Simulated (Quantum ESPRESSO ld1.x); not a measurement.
The numbers below are computed, except where a source is named.
Species: Sn+. Configuration: [Kr] 4d10 5s2 5p1. Level of theory: scalar-relativistic Kohn-Sham, LDA (Slater exchange, VWN5 correlation), spin-polarised, spherical densities, point nucleus; open shells are filled with parallel spins first (ld1.x of Quantum ESPRESSO 7.5).

Normalised radial functions P(r) = r R(r), r in bohr:

r,4p up,4p down,5s down
0.001004,0.0010,0.0010,0.0187
0.001559,0.0022,0.0022,0.0273
0.002401,0.0046,0.0046,0.0390
0.003727,0.0101,0.0101,0.0546
0.005742,0.0215,0.0215,0.0729
0.008915,0.0455,0.0455,0.0909
0.01373,0.0917,0.0917,0.0992
0.02132,0.1757,0.1757,0.0819
0.03284,0.2989,0.2990,0.0211
0.051,0.4245,0.4246,-0.0831
0.07855,0.4125,0.4125,-0.1607
0.122,0.0716,0.0716,-0.0836
0.1879,-0.4961,-0.4962,0.1522
0.2917,-0.6048,-0.6049,0.2143
0.4493,0.2658,0.2659,-0.1477
0.6977,1.1695,1.1697,-0.3574
1.075,0.9523,0.9525,0.1423
1.669,0.3043,0.3035,0.7064
2.57,0.0366,0.0361,0.6454
3.991,0.0010,0.0010,0.2474
6.147,0.0000,0.0000,0.0352
9.545,0.0000,0.0000,0.0011

4p up: eigenvalue -97.623 eV, 2 radial nodes at r = 0.129, 0.406 bohr, <r> = 0.886 bohr, 90 % of the charge inside 1.30 bohr. 4p down: eigenvalue -97.576 eV, 2 radial nodes at r = 0.129, 0.406 bohr, <r> = 0.886 bohr, 90 % of the charge inside 1.30 bohr. 5s down: eigenvalue -17.801 eV, 4 radial nodes at r = 0.0363, 0.144, 0.390, 0.983 bohr, <r> = 2.29 bohr, 90 % of the charge inside 3.37 bohr.
